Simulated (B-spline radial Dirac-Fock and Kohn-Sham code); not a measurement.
Cr 2p1/2: cross section and angular parameters

System: the free chromium atom, 1s2 2s2 2p6 3s2 3p6 3d5 4s1; threshold 583.8 eV (tabulated edge). Calculated with a B-spline atomic structure program, using Dirac-Hartree-Slater photoionisation with a Latter tail; cross sections with all multipoles, angular parameters from the dipole term and its interference with E2.

```tsv
hν (eV)	σ (kb)	β	γ	δ
600	535	0.606	-0.074	0.012
694	383	1.152	-0.084	0.009
741	327	1.259	-0.059	0.011
887	?	?	?	?
1000	156	1.443	0.114	0.019
1070	131	1.453	0.157	0.021
1190	98.8	1.459	0.225	0.023
1240	88.4	1.458	0.252	0.024
1253.6	85.8	1.458	0.259	0.024
1490	53.2	1.439	0.371	0.029
2300	15.1	1.324	0.644	0.048
2510	11.6	1.293	0.697	0.053
2650	9.86	1.273	0.730	0.056
2790	8.42	1.253	0.760	0.060
3620	3.74	1.143	0.904	0.081
4000	2.72	1.098	0.957	0.090
15000	0.0302	0.507	1.530	0.327
```

Task: Give the values at 887 eV.

Result: σ = 212 kb, β = 1.404, γ = 0.040, δ = 0.017.
